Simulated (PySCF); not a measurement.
**How methods differ on the ionisation energy of He⁺**

He⁺ 1s1 (2S) → He²⁺ (bare nucleus), as a difference of total energies. Calculation: PySCF 2.14, in aug-cc-pVTZ (4s3p2d, 23 functions); no relativity, point nucleus. The calculations carry no spin-orbit coupling.

```csv
method,ionisation energy (eV),difference from reference (eV)
UHF,54.393,-0.025
LDA,52.818,-1.600
PBE,54.235,-0.183
PBE0,54.313,-0.105
r2SCAN,54.405,-0.013
BLYP,54.274,-0.144
LC-wPBE,54.388,-0.030
HSE06,54.331,-0.087
wB97M-V,54.113,-0.305
```

Reference: 54.418 eV (theoretical estimate listed by NIST; NIST Atomic Spectra Database, ionization energies).
